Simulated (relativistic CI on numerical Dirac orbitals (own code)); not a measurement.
**Hyperfine structure of Tm LXI, mass number 169**

Computed by Dirac-Coulomb-Breit CI, separate exchange-only KLI orbitals for each configuration, model QED (radiative potential, 1s self-energy scaled to tabulated hydrogen-like ionisation energies), unscaled Slater integrals (own radial code, finite nucleus).

CI space (outside the closed core 1s2): 2s2 2p5, 2s 2p6, 2p6 3s, 2p6 3p, 2s2 2p4 3s, 2p6 3d, 2s2 2p4 3p, 2s2 2p4 3d, 2s 2p5 3s, 2s 2p5 3p, 2s 2p5 3d, 2s2 2p4 4s, 2s2 2p4 4p, 2s2 2p4 4d, 2s2 2p4 4f, 2s2 2p3 3s2. Levels of other configurations are missing.

Nuclear spin I = 1/2, μ = -0.231 μN (tables of Stone and Pyykkö). The electronic factors are computed for point nuclear moments, without core polarisation or the Bohr-Weisskopf and QED corrections.

| Level | E (10³ cm⁻¹) | A (GHz) |
| --- | --- | --- |
| 2s2 2p5 2P°_3/2 | 0.0 | -301.5 |
| 2s2 2p5 2P°_1/2 | 8135.2 | -2468 |
| 2s 2p6 2S_1/2 | 11614.3 | -7752 |
| 2s2 2p4 3s 4P_5/2 | 58941.2 | -670.7 |
| 2s2 2p4 3s 2P_3/2 | 59022.9 | 69.39 |
| 2s2 2p4 3s 2S_1/2 | 59414.3 | -2150 |
| 2s2 2p4 3p 2P°_1/2 | 60377.0 | -699.5 |
| 2s2 2p4 3p 2D°_5/2 | 62198.6 | -220.6 |

Levels with J = 0, under 50 % of one LS term, or S terms without an open s electron are left out. Small factors come from cancelling terms and can be off by tens of per cent or more.

At this charge energies of transitions that change n are usually good to better than 1 %, and those within a shell (Δn = 0) to a few per cent.

Give the hyperfine levels of 2s2 2p5 2P°_1/2 relative to its centre of gravity.

With K = F(F + 1) − I(I + 1) − J(J + 1), E = AK/2: F = 0: 1851, F = 1: -617.1 GHz.

LS names give the leading component of a level, which can be under half, so a name can repeat, a term be missing and a line seem to break the LS rules.
